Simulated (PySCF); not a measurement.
PySCF input file for Te(H)(tBu) (C₄H₁₀Te), SMILES CC(C)([TeH])C, TDA-PBE/def2-SVPD. Geometry optimised at PBE-D3(BJ)/def2-SVP. The def2 effective core potentials stand for the cores of Te; spin–orbit coupling is left out.

```python
import numpy as np
from pyscf import gto, scf, dft, tdscf

mol = gto.M(
    atom='''
    Te    0.02604327   -1.02080317   -0.00000000
    H    -1.65448636   -1.11874765    0.00000004
    C    -0.00571259    1.22553505    0.00000000
    C    -0.71708120    1.71238696   -1.26326852
    C    -0.71708112    1.71238697    1.26326856
    C     1.46786337    1.64401758   -0.00000005
    H    -0.70835393    2.82623738   -1.28468987
    H    -1.77583266    1.38645509   -1.29264492
    H    -0.21960575    1.34800378   -2.18308730
    H    -1.77583258    1.38645509    1.29264503
    H    -0.21960562    1.34800379    2.18308731
    H    -0.70835386    2.82623739    1.28468992
    H     2.00316514    1.27931721    0.90011210
    H     2.00316510    1.27931720   -0.90011221
    H     1.53355975    2.75452591   -0.00000005
    ''',
    basis='def2-SVPD',
    ecp={'Te': 'def2-svp'},
    charge=0,
    spin=0,
    symmetry=True,
    max_memory=1600,
    verbose=4,
)
mf = dft.RKS(mol, xc='pbe').density_fit(auxbasis='def2-universal-jkfit')
mf.grids.level = 3
mf.conv_tol = 1e-9
mf.max_cycle = 100
mf.kernel()
mf.grids = dft.Grids(mol).set(level=1).build(with_non0tab=True)  # coarser grid for the response kernel
td = tdscf.TDA(mf)
td.singlet = True
td.nstates = 10
td.conv_tol = 1e-4
td.positive_eig_threshold = 1e-6
td.kernel(x0=td.get_init_guess(mf, 15))
td.analyze()
tt = tdscf.TDA(mf)
tt.singlet = False
tt.nstates = 4
tt.conv_tol = 1e-4
tt.positive_eig_threshold = 1e-6
tt.kernel(x0=tt.get_init_guess(mf, 9))
tt.analyze(verbose=3)
```

Output:

```
PySCF version 2.14.0

[INPUT] verbose = 4
[INPUT] num. atoms = 15
[INPUT] num. electrons = 58
[INPUT] charge = 0
[INPUT] spin (= nelec alpha-beta = 2S) = 0
[INPUT] symmetry True subgroup None
[INPUT] Mole.unit = angstrom
[INPUT] Symbol           X                Y                Z      unit          X                Y                Z       unit  Magmom
[INPUT]  1 Te     0.026043270000  -1.020803170000   0.000000000000 AA    0.049214647688  -1.929038418388   0.000000000000 Bohr   0.0
[INPUT]  2 H     -1.654486360000  -1.118747650000   0.000000040000 AA   -3.126526097229  -2.114126661001   0.000000075589 Bohr   0.0
[INPUT]  3 C     -0.005712590000   1.225535050000   0.000000000000 AA   -0.010795230562   2.315925600555   0.000000000000 Bohr   0.0
[INPUT]  4 C     -0.717081200000   1.712386960000  -1.263268520000 AA   -1.355087077074   3.235942373677  -2.387231524585 Bohr   0.0
[INPUT]  5 C     -0.717081120000   1.712386970000   1.263268560000 AA   -1.355086925896   3.235942392574   2.387231600174 Bohr   0.0
[INPUT]  6 C      1.467863370000   1.644017580000  -0.000000050000 AA    2.773859757581   3.106742970170  -0.000000094486 Bohr   0.0
[INPUT]  7 H     -0.708353930000   2.826237380000  -1.284689870000 AA   -1.338594926959   5.340814611208  -2.427712009303 Bohr   0.0
[INPUT]  8 H     -1.775832660000   1.386455090000  -1.292644920000 AA   -3.355837370458   2.620020404109  -2.442744875110 Bohr   0.0
[INPUT]  9 H     -0.219605750000   1.348003780000  -2.183087300000 AA   -0.414994722880   2.547357959078  -4.125437103016 Bohr   0.0
[INPUT] 10 H     -1.775832580000   1.386455090000   1.292645030000 AA   -3.355837219280   2.620020404109   2.442745082980 Bohr   0.0
[INPUT] 11 H     -0.219605620000   1.348003790000   2.183087310000 AA   -0.414994477215   2.547357977976   4.125437121913 Bohr   0.0
[INPUT] 12 H     -0.708353860000   2.826237390000   1.284689920000 AA   -1.338594794679   5.340814630106   2.427712103789 Bohr   0.0
[INPUT] 13 H      2.003165140000   1.279317210000   0.900112100000 AA    3.785433496876   2.417559153343   1.700965350407 Bohr   0.0
[INPUT] 14 H      2.003165100000   1.279317200000  -0.900112210000 AA    3.785433421287   2.417559134445  -1.700965558277 Bohr   0.0
[INPUT] 15 H      1.533559750000   2.754525910000  -0.000000050000 AA    2.898007923156   5.205299572918  -0.000000094486 Bohr   0.0

nuclear repulsion = 278.627503079335
point group symmetry = Cs
symmetry origin: [ 6.59206767e-10 -6.37233224e-09 -2.19735633e-10]
symmetry axis x: [ 1.00000000e+00  1.20444010e-09 -3.28769231e-08]
symmetry axis y: [ 1.20444010e-09 -1.00000000e+00 -1.88508861e-10]
symmetry axis z: [ 3.28769231e-08 -1.88508575e-10  1.00000000e+00]
num. orbitals of irrep A' = 116
num. orbitals of irrep A" = 79
number of shells = 85
number of NR pGTOs = 290
number of NR cGTOs = 195
basis = def2-SVPD
ecp = {'Te': 'def2-svp'}


[settings echo left out]
init E= -397.869418778032
HOMO (A") = -0.658711336097215  LUMO (A') = -0.642961972750191  gap/eV = 0.42856
cycle= 1 E= -423.460717847241  delta_E= -25.6  |g|= 3.38  |ddm|= 75.7
HOMO (A') = -0.0281670773163244  LUMO (A') = -0.0192376008460162  gap/eV = 0.24298
cycle= 2 E= -415.172881866479  delta_E= 8.29  |g|= 5.34  |ddm|= 86.7
HOMO (A") = -0.278704004919616  LUMO (A') = -0.193781012573162  gap/eV = 2.31087
cycle= 3 E= -425.697587811732  delta_E= -10.5  |g|= 1.12  |ddm|= 74.1
HOMO (A") = -0.173205510751252  LUMO (A') = -0.0398295699565132  gap/eV = 3.62934
cycle= 4 E= -425.942560518985  delta_E= -0.245  |g|= 0.801  |ddm|= 4.26
HOMO (A") = -0.146569013081827  LUMO (A') = -0.0443671009445072  gap/eV = 2.78106
cycle= 5 E= -426.061304092821  delta_E= -0.119  |g|= 0.38  |ddm|= 2.67
HOMO (A") = -0.175758820803454  LUMO (A') = -0.0541204513460407  gap/eV = 3.30995
cycle= 6 E= -426.107705055849  delta_E= -0.0464  |g|= 0.124  |ddm|= 1.69
HOMO (A") = -0.181803855514552  LUMO (A') = -0.0626654681737602  gap/eV = 3.24192
cycle= 7 E= -426.111491368886  delta_E= -0.00379  |g|= 0.0465  |ddm|= 0.334
HOMO (A") = -0.182171943788751  LUMO (A') = -0.0620491904302245  gap/eV = 3.26871
cycle= 8 E= -426.112080484746  delta_E= -0.000589  |g|= 0.0072  |ddm|= 0.132
HOMO (A") = -0.181235177954809  LUMO (A') = -0.0614244049150212  gap/eV = 3.26022
cycle= 9 E= -426.112099273795  delta_E= -1.88e-05  |g|= 0.00147  |ddm|= 0.0355
HOMO (A") = -0.181199259582623  LUMO (A') = -0.0614008558516108  gap/eV = 3.25988
cycle= 10 E= -426.112099885158  delta_E= -6.11e-07  |g|= 0.000559  |ddm|= 0.00883
HOMO (A") = -0.181194404165744  LUMO (A') = -0.0613968595752414  gap/eV = 3.25986
cycle= 11 E= -426.112099964914  delta_E= -7.98e-08  |g|= 0.000157  |ddm|= 0.00177
HOMO (A") = -0.181197005823005  LUMO (A') = -0.0613981122165299  gap/eV = 3.25989
cycle= 12 E= -426.112099972149  delta_E= -7.24e-09  |g|= 3.92e-05  |ddm|= 0.000842
HOMO (A") = -0.181194640689542  LUMO (A') = -0.061397072332408  gap/eV = 3.25986
cycle= 13 E= -426.112099972618  delta_E= -4.68e-10  |g|= 9.96e-06  |ddm|= 0.000233
HOMO (A") = -0.181196902602405  LUMO (A') = -0.0613987717978759  gap/eV = 3.25987
Extra cycle  E= -426.112099972601  delta_E= 1.69e-11  |g|= 1.23e-05  |ddm|= 5.93e-05
converged SCF energy = -426.112099972601
tot grids = 53472
Overwritten attributes  positive_eig_threshold  of <class 'pyscf.tdscf.rks.TDA'>


******** <class 'pyscf.tdscf.rks.TDA'> for <class 'pyscf.df.df_jk.DFSymAdaptedRKS'> ********
nstates = 10 singlet
deg_eia_thresh = 1.000e-03
wfnsym = None
conv_tol = 0.0001
eigh lindep = 1e-12
eigh level_shift = 0
eigh max_cycle = 100


Excitation energies (eV)
[3.47509538 4.38030916 5.0994988  5.37808107 5.62033555 5.7757374
 5.92558584 6.26090151 6.3023175  6.41033463]

** Singlet excitation energies and oscillator strengths **
Excited State   1:   A"      3.47510 eV    356.78 nm  f=0.0009
      29 -> 30        0.70503
Excited State   2:   A"      4.38031 eV    283.05 nm  f=0.0297
      29 -> 31        0.69432
Excited State   3:   A"      5.09950 eV    243.13 nm  f=0.0153
      29 -> 32       -0.68332
      29 -> 35        0.13971
Excited State   4:   A"      5.37808 eV    230.54 nm  f=0.0000
      29 -> 33        0.69992
Excited State   5:   A'      5.62034 eV    220.60 nm  f=0.0435
      28 -> 30       -0.41548
      28 -> 31        0.19258
      29 -> 34        0.52364
Excited State   6:   A'      5.77574 eV    214.66 nm  f=0.0016
      28 -> 30        0.39240
      28 -> 31       -0.33670
      29 -> 34        0.45762
Excited State   7:   A"      5.92559 eV    209.24 nm  f=0.1350
      29 -> 32        0.12274
      29 -> 35        0.66711
      29 -> 37        0.11735
Excited State   8:   A'      6.26090 eV    198.03 nm  f=0.0446
      29 -> 36        0.69228
Excited State   9:   A"      6.30232 eV    196.73 nm  f=0.0072
      29 -> 37       -0.69327
Excited State  10:   A"      6.41033 eV    193.41 nm  f=0.0016
      29 -> 38       -0.70389

** Transition electric dipole moments (AU) **
state          X           Y           Z        Dip. S.      Osc.
  1        -0.0000     -0.0000      0.1010      0.0102      0.0009
  2         0.0000     -0.0000     -0.5260      0.2767      0.0297
  3        -0.0000      0.0000      0.3503      0.1227      0.0153
  4        -0.0000     -0.0000     -0.0101      0.0001      0.0000
  5        -0.0240     -0.5613     -0.0000      0.3157      0.0435
  6         0.1059      0.0012     -0.0000      0.0112      0.0016
  7         0.0000     -0.0000     -0.9644      0.9300      0.1350
  8         0.4175     -0.3416     -0.0000      0.2910      0.0446
  9         0.0000     -0.0000     -0.2158      0.0466      0.0072
 10         0.0000      0.0000      0.1008      0.0102      0.0016

WARN: ECP detected. Skipping calculation of transition velocity and magnetic dipole moments, which have not yet been implemented.



******** <class 'pyscf.tdscf.rks.TDA'> for <class 'pyscf.df.df_jk.DFSymAdaptedRKS'> ********
nstates = 4 triplet
deg_eia_thresh = 1.000e-03
wfnsym = None
conv_tol = 0.0001
eigh lindep = 1e-12
eigh level_shift = 0
eigh max_cycle = 100


Excitation energies (eV)
[2.99657026 3.95034903 4.54873272 4.88422422]

** Triplet excitation energies and oscillator strengths **
Excited State   1:   A"      2.99657 eV    413.75 nm  f=0.0000
Excited State   2:   A"      3.95035 eV    313.86 nm  f=0.0000
Excited State   3:   A'      4.54873 eV    272.57 nm  f=0.0000
Excited State   4:   A"      4.88422 eV    253.85 nm  f=0.0000
```

The calculation finished and met its thresholds.
